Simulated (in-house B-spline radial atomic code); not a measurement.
**Ionising O³⁺ with different functionals**

Computed with a radial B-spline atomic code at the basis-set limit: non-relativistic Hamiltonian, point nucleus, spin-polarised at highest spin, spherical fractional occupations for the functionals, the average over the highest-spin determinants for Hartree-Fock. The ionisation energy is the difference of two self-consistent energies, [He] 2s2 2p1 → [He] 2s2, without Breit or QED terms; ε is the level of the shell that loses the electron (its least bound occupied spin orbital).

Hybrids are left out here: with spherical fractional occupations of an open shell their exact exchange keeps a self-interaction that integer-occupation calculations don't have.

```json
{"method": "Hartree-Fock", "rung": "Hartree-Fock", "ΔSCF (eV)": "77.21", "-ε(2p) (eV)": "77.86"}
{"method": "LDA VWN5", "rung": "LDA", "ΔSCF (eV)": "77.72", "-ε(2p) (eV)": "66.35"}
{"method": "LDA PW92", "rung": "LDA", "ΔSCF (eV)": "77.71", "-ε(2p) (eV)": "66.33"}
{"method": "LDA exchange-only", "rung": "LDA", "ΔSCF (eV)": "76.12", "-ε(2p) (eV)": "64.88"}
{"method": "PBE", "rung": "GGA", "ΔSCF (eV)": "77.64", "-ε(2p) (eV)": "66.27"}
{"method": "PBEsol", "rung": "GGA", "ΔSCF (eV)": "77.42", "-ε(2p) (eV)": "66.11"}
{"method": "BLYP", "rung": "GGA", "ΔSCF (eV)": "77.80", "-ε(2p) (eV)": "66.37"}
{"method": "RPBE", "rung": "GGA", "ΔSCF (eV)": "77.51", "-ε(2p) (eV)": "66.19"}
{"method": "PW91", "rung": "GGA", "ΔSCF (eV)": "77.80", "-ε(2p) (eV)": "66.43"}
{"method": "BP86", "rung": "GGA", "ΔSCF (eV)": "77.66", "-ε(2p) (eV)": "66.31"}
{"method": "AM05", "rung": "GGA", "ΔSCF (eV)": "77.37", "-ε(2p) (eV)": "66.09"}
{"method": "OLYP", "rung": "GGA", "ΔSCF (eV)": "?", "-ε(2p) (eV)": "?"}
{"method": "TPSS", "rung": "meta-GGA", "ΔSCF (eV)": "77.44", "-ε(2p) (eV)": "66.29"}
{"method": "SCAN", "rung": "meta-GGA", "ΔSCF (eV)": "77.26", "-ε(2p) (eV)": "66.37"}
{"method": "r2SCAN", "rung": "meta-GGA", "ΔSCF (eV)": "77.19", "-ε(2p) (eV)": "66.34"}
{"method": "M06-L", "rung": "meta-GGA", "ΔSCF (eV)": "?", "-ε(2p) (eV)": "?"}
{"method": "revTPSS", "rung": "meta-GGA", "ΔSCF (eV)": "77.21", "-ε(2p) (eV)": "66.11"}
```

Q: What does M06-L give?

A: ΔSCF 77.16 eV, and -ε(2p) = 66.20 eV.

Q: What does OLYP give?

A: ΔSCF 77.47 eV, and -ε(2p) = 66.30 eV.

Q: How do they compare with the NIST value?

A: NIST lists 77.413 eV (measured, ground level to ground level). Errors run from -1.30 to +0.38 eV; PBEsol is closest (+0.00 eV), but part of that can be cancellation, since the calculations leave out relativity, Breit-QED terms, multiplet and fine-structure energies. Hartree-Fock also lacks correlation.
